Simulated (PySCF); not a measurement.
**Computed data sheet: `CC1=CC=CC=CC1`**

Species: C8H10.
Geometry (GFN2-xTB, Å), atoms numbered from 1 in this order:
```
atom  x, y, z in Å
C1    -2.3349   -0.3533    0.3019
C2    -0.8945   -0.3578   -0.0965
C3    -0.0454   -1.3419    0.2367
C4     1.3718   -1.3274    0.0091
C5     2.1565   -0.2290    0.0594
C6     1.6840    1.0950    0.3519
C7     0.4869    1.5676   -0.0129
C8    -0.4046    0.7924   -0.9290
H9    -2.5660    0.5560    0.8566
H10   -2.9736   -0.3710   -0.5822
H11   -2.5749   -1.2106    0.9261
H12   -0.4313   -2.2234    0.7340
H13    1.8491   -2.2962   -0.0774
H14    3.2308   -0.3576    0.0115
H15    2.3526    1.7220    0.9283
H16    0.1407    2.5282    0.3420
H17    0.1748    0.4136   -1.7759
H18   -1.2308    1.3995   -1.2953
```

From GFN2-xTB geometry:

```yaml
Point_group_of_the_GFN2-xTB_geometry: C1
Rotational_constants_A_B_C_of_the_GFN2-xTB_geometry: 3.570, 1.990, 1.426 GHz
```

From CAM-B3LYP/def2-SVPD ground state and vertical TDDFT (core frozen in the response) (PySCF):

```yaml
Dipole_moment: 0.76 D
HOMO_energy: -7.48 eV
LUMO_energy: 0.33 eV
HOMO–LUMO_gap: 7.81 eV
Lowest_singlet_excitation: 4.81 eV (258 nm, f = 0.113)
Strongest_line_among_the_8_lowest_singlet_transitions: S4 at 6.50 eV (191 nm, f = 0.353)
Lowest_triplet_excitation_Tamm–Dancoff: 3.22 eV
Static_isotropic_polarisability: 92.3 au
Electronic_spatial_extent_⟨r²⟩_about_the_centre_of_nuclear_charge: 913 bohr²
```

Monoisotopic mass (most abundant isotopes): 106.0783 u.

With B = h/(8π²I), that is 505.379 GHz u Å² over I, the principal moments of inertia are 141.6, 254.0 and 354.5 u Å² (most abundant isotopes). The rotational constants make it an asymmetric top with κ = (2B − A − C)/(A − C) = -0.47, nearer the prolate limit (−1). In atomic units the dipole is 0.30 e·bohr (1 au = 2.5417 D). The polarisability is 13.68 Å³ as a volume (1 au = 0.148185 Å³), or 1.59 au for each of the 58 electrons.

The structure is a single GFN2-xTB conformer in the gas phase; no vibrational or solvent corrections.

For the TDDFT job (CAM-B3LYP/def2-SVPD), the run took 44 s on an x86-64 server with one thread, shared host.
